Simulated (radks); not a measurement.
Results of a calculation; reference values are marked as such.
Species: Zr3+. Configuration: [Kr] 4d1.

Code: a radial shooting solver on a logarithmic mesh with Libxc functionals. Model: scalar-relativistic Kohn-Sham, LDA (Slater exchange, Perdew-Wang correlation), spin-polarised, spherical densities, finite nucleus; open shells are filled with parallel spins first (spin-orbit coupling, left out, can overturn this in heavy ions); Fermi nuclear charge, rms radius 4.2694 fm.

Energy parts (eV):
| part | energy |
|---|---|
| total | -97769.648 |
| kinetic | 100497.841 |
| electron-nucleus | -234504.844 |
| Hartree | 39208.141 |
| exchange-correlation | -2970.786 |

Orbitals (lengths in bohr, moments of r in powers of bohr):
orbital  occ.  eigenvalue (eV)   <1/r>      <r>
1s up       1        -17826.56   41.20  0.03711
1s down     1        -17826.56   41.20  0.03711
2s up       1        -2494.786   9.237   0.1628
2s down     1        -2494.685   9.237   0.1628
2p up       3        -2229.575   9.008   0.1418
2p down     3        -2229.498   9.008   0.1418
3s up       1        -431.5004   3.135   0.4593
3s down     1        -431.4274   3.135   0.4593
3p up       3        -345.1118   2.979   0.4627
3p down     3        -345.0322   2.979   0.4627
3d up       5        -202.8442   2.740   0.4526
3d down     5        -202.7350   2.741   0.4526
4s up       1         -81.9262   1.129    1.202
4s down     1         -81.3200   1.132    1.200
4p up       3         -59.6114  0.9967    1.342
4p down     3         -58.9339  0.9997    1.339
4d up       1         -28.7347  0.7136    1.830
4d down     0         -27.9574  0.7144    1.832

The highest occupied level is 4d up at -28.735 eV. The electron density at the nucleus is 7.575e+04 e/bohr^3 (large components only). The spin density at the nucleus is -0.7328 e/bohr^3 (1s -0.0105, 2s -0.1399, 3s 0.0346, 4s -0.6170).
